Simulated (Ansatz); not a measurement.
Basis-set series for CH8AlNSi. Total charge 0; spin multiplicity 1. The bonds changed during the relaxation, so this is another structure than the one it started from. All single points use the PBE0-D4/def2-TZVP geometry. It is one conformer, not always the lowest.

Cartesian coordinates in Å:
```
N -1.085 -0.318 -1.086
C -0.883 -1.431 -0.071
Al 0.780 -0.449 -0.370
Si 1.216 1.446 1.118
H -1.745 0.389 -0.794
H -1.336 -0.646 -2.008
H -1.084 -2.400 -0.520
H -1.516 -1.277 0.799
H 1.766 -0.980 -1.498
H -0.063 1.959 1.703
H 1.862 2.614 0.448
H 2.088 1.094 2.278
```

```csv
functional,basis,functions,energy (Eh),HOMO (eV),LUMO (eV)
PBE0-D4,def2-SVP,104,-628.99156,-6.83,-0.15
PBE0-D4,def2-TZVPP,258,-629.28766,-6.84,-0.39
ωB97M-V,def2-SVP,104,-629.23200,-8.93,1.53
ωB97M-V,def2-TZVPP,258,-629.53449,-8.96,1.14
```

Task: Give the rows for def2-QZVPP. (Estimate.)

Result: Ansatz gave: 
```json
{"functional": "PBE0-D4", "basis": "def2-QZVPP", "functions": "494", "energy (Eh)": "-629.31044", "HOMO (eV)": "-6.85", "LUMO (eV)": "-0.54"}
{"functional": "ωB97M-V", "basis": "def2-QZVPP", "functions": "494", "energy (Eh)": "-629.55640", "HOMO (eV)": "-8.97", "LUMO (eV)": "0.71"}
```

Positive LUMOs are unbound and depend on the basis.
